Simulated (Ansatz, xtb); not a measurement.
## Two isomers of FH3S3Si

Structure I: `F[Si](S)(S)S`, a singlet. Structure II: `F[Si@H](S)SS`, a singlet. Both are isolated molecules in the gas phase, relaxed with PBE0-D4/def2-SVP; the shapes shown needn't be the lowest conformers.

I (Å):

```yaml
atoms:
  - { symbol: F, position_ang: [-1.2757, 2.8567, 2.7904] }
  - { symbol: S, position_ang: [-1.3613, 3.3148, -0.2907] }
  - { symbol: S, position_ang: [0.8565, 1.2539, 1.2925] }
  - { symbol: S, position_ang: [-2.6857, 0.6283, 1.4506] }
  - { symbol: Si, position_ang: [-1.1114, 2.0530, 1.3927] }
  - { symbol: H, position_ang: [-0.1543, 3.9101, -0.1490] }
  - { symbol: H, position_ang: [0.8164, 0.7451, 2.5455] }
  - { symbol: H, position_ang: [-2.2124, -0.0461, 0.3793] }
```

II (Å):

```
atom    x (Å)    y (Å)    z (Å)
   F   0.5984   1.3305  -0.1528
   S  -1.5925  -0.2281   1.1832
   S   1.7037  -0.3996   2.1588
   S   3.4958  -0.5416   1.0741
  Si   0.4145  -0.1504   0.4765
   H   0.7496  -1.1362  -0.5783
   H  -1.4999  -1.5420   1.4908
   H   3.7497   0.7866   1.0024
```

Quicker runs give these differences E(II) − E(I): GFN2-xTB −1.2 kcal/mol; HF/STO-3G +17.0 kcal/mol (at GFN2-xTB geometries); r2SCAN-D4/def2-SVP +29.6 kcal/mol (at GFN2-xTB geometries).

Problem. Which of the two would you expect CCSD(T)/def2-SVP + ΔMP2/def2-TZVPP electronic energies to favour?

Solution. Structure I; the calculation gives E(II) − E(I) = +25.4 kcal/mol.

Level by level:

| level | geometry | E(II) − E(I) (kcal/mol) | departure from the last row (kcal/mol) | job, with rough time for the two |
| --- | --- | --- | --- | --- |
| GFN2-xTB | GFN2-xTB | −1.2 | −26.6 | optimisation, 0.48 s |
| HF/STO-3G | GFN2-xTB | +17.0 | −8.4 | single point, 0.72 s |
| r2SCAN-D4/def2-SVP | GFN2-xTB | +29.6 | +4.1 | single point, 4.9 s |
| PBE0-D4/def2-SVP | PBE0-D4/def2-SVP | +28.2 | +2.7 | optimisation, 70 s |
| HF/def2-SVP | PBE0-D4/def2-SVP | +27.7 | +2.3 | part of the CCSD(T) run |
| MP2/def2-SVP | PBE0-D4/def2-SVP | +30.0 | +4.5 | part of the CCSD(T) run |
| CCSD(T)/def2-SVP | PBE0-D4/def2-SVP | +28.0 | +2.6 | single point |
| CCSD(T)/def2-SVP + ΔMP2/def2-TZVPP | PBE0-D4/def2-SVP | +25.4 |  | single point, 30 s |

As drawn, II has 1 S–S, 1 Si–H in place of 1 S–Si, 1 S–H.

GFN2-xTB puts the two in the other order. The largest departure from CCSD(T)/def2-SVP + ΔMP2/def2-TZVPP is that of GFN2-xTB, 26.6 kcal/mol. The last row adds to CCSD(T) the change of the MP2 difference between the two basis sets, here −2.6 kcal/mol.

With harmonic frequencies from PBE0-D4/def2-SVP (ideal gas, rigid rotor, one conformer each, 298.15 K, 1 atm): on the last row, ΔE + ΔZPE = +25.6 kcal/mol. A mode under 50 cm⁻¹ makes harmonic enthalpies and free energies unreliable, so none is given.

The correlated steps freeze 21 core orbitals. Run with Ansatz 0.2.0, xtb 6.7.1; the last row on 2 threads of Arm Neoverse V1 on a shared host.
